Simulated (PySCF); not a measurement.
Computed shifts of a molecule C3H6GeO, PBE0/pcSseg-1 in PySCF, GIAO, gas phase, atoms alike by connectivity averaged where their shifts nearly agree, in ppm (number of nuclei): ¹³C: 87.0 (1), 82.1 (1), 60.7 (1). ¹H: 5.22 (3), 4.53 (2), 2.56 (1). References: ¹³C against TMS (σ = 186.3 ppm); ¹⁷O against H2O (σ = 334.2 ppm); ⁷³Ge against GeH4 (σ = 1658.3 ppm); ¹H against TMS (σ = 31.56 ppm), references at their B3LYP-D3(BJ)/def2-TZVP geometries, non-relativistic. The structure is a stationary point at TPSSh-D3(BJ)/def2-SVP. Other conformers were not sampled.

**Question.** Identify the compound among the candidates.
A) C#CC[O][GeH3]
B) C1=[CH][GeH2][O]C1
C) [GeH3][C@@H]1C=CO1
D) C1=[CH][GeH2][CH2]O1

**Answer.** A, C#CC[O][GeH3]
